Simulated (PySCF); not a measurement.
Geometry:
```
atom   x (Å)   y (Å)   z (Å)
 Si1   2.447   0.311  -0.270
  S2   0.793  -0.187  -1.554
 Si3  -0.610  -0.728   0.000
 Si4  -1.900   1.153   0.511
  S5  -1.951  -2.236  -0.714
  H6   2.011   1.247   0.809
  H7   3.462   0.972  -1.137
  H8   3.028  -0.911   0.360
  H9   0.190  -1.210   1.171
 H10  -2.919   0.853   1.564
 H11  -2.584   1.608  -0.736
 H12  -0.984   2.228   0.999
 H13  -0.979  -3.131  -1.001
```

Geometry: PBE0-D3(BJ)/def2-SVP; GIAO absolute shieldings from PySCF 2.14, gas phase, non-relativistic, averaged over equivalent atoms.

At BHandHLYP/pcSseg-1 (160 basis functions, 14 s wall time on 1 thread of an Arm Neoverse V2, shared host):
| atoms | σ (ppm) |
| --- | --- |
| Si3 | 354.2 |
| Si1 | 409.9 |
| Si4 | 454.4 |
| S5 | 694.4 |
| S2 | 807.9 |
| H9 | 26.32 |
| H6/H7/H8 | 27.16 |
| H10/H11/H12 | 27.97 |
| H13 | 30.39 |

Q: Estimate the result of repeating the calculation with OPBE/pcSseg-1.

A: 
| atoms | σ at OPBE/pcSseg-1 | change |
| --- | --- | --- |
| Si3 | 362.1 | +7.9 |
| Si1 | 412.8 | +2.9 |
| Si4 | 460.1 | +5.7 |
| S5 | 688.6 | -5.8 |
| S2 | 794.9 | -13.0 |
| H9 | 25.51 | -0.81 |
| H6/H7/H8 | 26.67 | -0.49 |
| H10/H11/H12 | 27.55 | -0.42 |
| H13 | 30.03 | -0.36 |

The largest change is at S2 (sulfur bonded to 2 Si). Cost: 160 basis functions, 21 s wall time on 1 thread of an Intel Xeon Platinum 8488C, shared host.
